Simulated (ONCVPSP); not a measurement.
# What one change does to a pseudopotential (lead, ONCV)

- Element: lead
- Generator: ONCVPSP 4.0.1
- Type: optimised norm-conserving Vanderbilt (ONCV)
- Functional: LDA (Perdew-Zunger)
- Relativity: fully relativistic
- Frozen core: [Kr] 4d10 4f14
- Valence charge: 22
- Reference configuration: 5s2 5p6 5d10 6s1 6p3
- Partial waves: 5s+6s: rc 1.35 bohr, ncon 4, nbas 7, qcut 7.4 1/bohr, 2 projectors; 5p+6p: rc 1.40 bohr, ncon 3, nbas 6, qcut 9.2 1/bohr, 2 projectors; 5d: rc 1.45 bohr, ncon 4, nbas 8, qcut 9.6 1/bohr, 3 projectors, debl 3.9 Ha
- Local potential: polynomial inside 1.15 bohr (lpopt 5, dvloc0 -1 Ha)
- Core correction: Teter function, fcfact 2.75, rcfact 1.5

Open shells are filled in proportion to 2j + 1.

Change: scalar-relativistic.

Cutoffs: the cutoffs (Ha) at which the residual kinetic energy of the hardest occupied pseudo-wave falls to 1 and 0.1 mHa per electron; they do not see the model core or the augmentation charge, which bear on the density cutoff. Errors are all-electron minus pseudo energies relative to the spin-unpolarised reference configuration.

Question: What does the change do?

Answer: The potential gets neither clearly harder nor softer (30 Ha and 69 Ha → 29 Ha and 69 Ha); of the 4 tests that both files solve, the error grows in 3 and shrinks in 1 by more than 15 % and 0.3 meV (median size 1.1 → 2.7 meV); neither file shows a bound ghost.

| quantity | base | changed |
| --- | --- | --- |
| cutoff, loose | 30 Ha | 29 Ha |
| cutoff, tight | 69 Ha | 69 Ha |
| loose cutoff by channel | s 27 Ha, p 30 Ha, d 27 Ha | s 27 Ha, p 29 Ha, d 26 Ha |
| bound ghosts | none | none |
| GHOST(+) flags under 300 eV | s at 211.2 eV | s at 211.6 eV |
| error for 5s2 5p6 5d10 6s2 6p2, meV [ΔE -8.64 → -8.82 eV] | -1.4 | +0.1 |
| error for 5s2 5p6 5d10 6s2 6p1, meV [ΔE -1.69 → -1.99 eV] | -0.8 | -2.5 |
| error for 5s2 5p6 5d10 6s2 6p0, meV [ΔE 12.24 → 11.77 eV] | +0.2 | -8.2 |
| error for 5s2 5p6 5d10 6s0 6p4, meV [ΔE 9.02 → 9.21 eV] | -1.4 | -2.9 |
| s: phases at 1.37 bohr within 0.05 rad from the reference energy up to (Ha; the scan ends near 5) | to the end of the scan | to the end of the scan |
| rms error of d²Exc/dni dnj with the model core, mHa | 3.78 | 0.68 |
